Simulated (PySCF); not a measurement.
A structure optimised at PBE-D3(BJ)/def2-TZVP, used in a PySCF frequency run:

```xyz
5

P      0.9657    -0.4382     0.4142
P     -0.8875     0.3185    -0.4571
H      1.6758     0.7431     0.0091
H     -1.0631     1.5181     0.3040
H     -1.7857    -0.4652     0.3298
```
Charge 0, spin multiplicity 2.

Q: Write its SMILES and formula.

A: [PH]P, H3P2

Q: What are its rotational constants (standard atomic weights)?

A: 85.732, 6.2901, 6.0986 GHz
